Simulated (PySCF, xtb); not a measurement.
F3Si, SMILES F[Si](F)F, multiplicity 2.

Harmonic wavenumbers (cm⁻¹) from GFN2-xTB (xtb) at its own minimum, in rising order: 208, 208, 304, 814, 902, 903.

### Question
What does PBE-D3(BJ)/def2-TZVP (PySCF) give at its own minimum? (Estimate from the structure and the level; the computed values follow.)

### Answer
269, 269, 380, 784, 910, 910. Paired by order, the mean absolute difference is 41 cm⁻¹ and the zero-point energies are 4.8 and 5.0 kcal/mol.
